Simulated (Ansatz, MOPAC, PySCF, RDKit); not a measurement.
Dimer: HCl (SMILES Cl) (first 2 atoms) with C2H2 (SMILES C#C); geometry from B3LYP-D3(BJ)/def2-TZVP, rigid monomers moved along the line of their centres of mass till H2···C4 is 3.32 Å.
(charge 0, multiplicity 1):
```xyz
6

Cl    -0.1177     0.5380    -0.4665
H     -0.1237     0.3436     0.8106
C     -0.5549    -0.5627     3.9794
C      0.2913     0.2754     4.1065
H     -1.3062    -1.3075     3.8710
H      1.0427     1.0189     4.2232
```

Counterpoise-corrected where a basis set is named; no monomer relaxation. RDKit's UFF carries no charges.

The state that PM7 reach isn't checked; PM7 holds dispersion and hydrogen-bond terms.

Codes used: Ansatz (Gaussian orbitals); MOPAC for PM7 (differences of heats of formation); PySCF for the dispersion terms; RDKit for the force fields. 

One of these levels gives -68.3 meV for the interaction energy. Name it.
A) r2SCAN-D3(BJ)/def2-TZVPPD
B) UFF
C) PM7

A, r2SCAN-D3(BJ)/def2-TZVPPD. The others give -17.4 (UFF), -44.0 (PM7)

Ansatz is a program for electronic structure.
